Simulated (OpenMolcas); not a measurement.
**2s² 2p along the 5-electron sequence**

```yaml
Program: OpenMolcas 26.06
Method: SS-RASPT2, IPEA 0.25 Eh, imaginary shift 0.1 Eh
Basis: ANO-R2
Scalar_Hamiltonian: X2C, finite nucleus
Spin-orbit_coupling: state interaction with AMFI integrals over the reference wave functions, term energies averaged over their components
```

Active space for each ion: 3 electrons in 9 orbitals (RAS2 2s 2p; RAS3 3d, at most 2 electrons); closed shells correlated by CASPT2: 1s.

Computed levels in cm-1 above ²P°_1/2:

```
                                Level     B    C+  N2+  O3+  F4+  Ne5+
                              ²P°_3/2  14.3  55.7  156  349  678  1203
weight of ²P° in the lowest level (%)   100   100  100  100  100   100
```

Measured, with the error of the calculation in %. Measured levels: B, C+ from NIST Handbook of Basic Atomic Spectroscopic Data; N2+ from Moore, Selected Tables of Atomic Spectra, NSRDS-NBS 3, section 5; O3+ from Moore, Selected Tables of Atomic Spectra, NSRDS-NBS 3, section 10; F4+ from Moore, Atomic Energy Levels, vol. I, NSRDS-NBS 35 (1971 reprint of NBS Circular 467, 1949); Ne5+ from NIST levels in Podobedova, Fuhr, Reader and Wiese, J. Phys. Chem. Ref. Data 33, 525 (2004).

```tsv
Level	B	C+	N2+	O3+	F4+	Ne5+
²P°_3/2	15.3 (-6.6)	63.4 (-12.2)	174 (-10.6)	386 (-9.7)	746 (-9.1)	1310 (-8.2)
```

The fine-structure level ²P°_3/2 changes by a factor of 84.1 from B to Ne5+. Its fourth root runs 1.94, 2.73, 3.53, 4.32, 5.10, 5.89, with steps per unit of Z of 0.79, 0.80, 0.79, 0.78, 0.79; equal steps would mean a (Z - σ)^4 law with constant σ.

Active for correlation alone: 3d; no level in the range computed is led by a configuration that fills it, so any true level of that kind is missing. Computed and measured levels are paired by configuration, term and J; levels that our copy of the source lacks, or whose pairing is in doubt (as where it misses far off the trend of its configuration), stay unpaired and out of the deviations. Levels of configurations outside the active space are missing.

° marks odd parity.
